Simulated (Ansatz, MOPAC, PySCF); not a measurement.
Dimer: H2S (SMILES S) (first 3 atoms) with CH5N (SMILES CN); geometry from B3LYP-D3(BJ)/def2-TZVP, rigid monomers moved along the line of their centres of mass till H2···N5 is 2.90 Å.
(charge 0, multiplicity 1):
```xyz
10

S      0.299     0.131    -0.131
H      0.513     0.258     1.209
H      0.577    -1.182    -0.125
C     -0.784    -0.394     4.463
N      0.422     0.356     4.103
H     -0.672    -1.428     4.134
H     -1.637     0.025     3.928
H     -1.015    -0.398     5.534
H      1.242    -0.029     4.555
H      0.348     1.325     4.390
```

Monomers are frozen at their geometry in the pair; levels with a basis set take the counterpoise correction.

The state that AM1, PM3 reach isn't checked.

The values were computed with Ansatz (Gaussian orbitals); MOPAC for AM1, PM3 (differences of heats of formation); PySCF for the dispersion terms. Values without a source in brackets are computed.

Q: One of these levels gives -39.6 meV for the interaction energy. Which one is it?
(A) PM3
(B) AM1
(C) PBE-D3(BJ)/def2-TZVPPD
(D) HF/aug-cc-pV(D+d)Z

A: A, PM3. The others give -59.0 (AM1), -73.9 (HF/aug-cc-pV(D+d)Z), -128.3 (PBE-D3(BJ)/def2-TZVPPD)

Ansatz is an electronic-structure program.
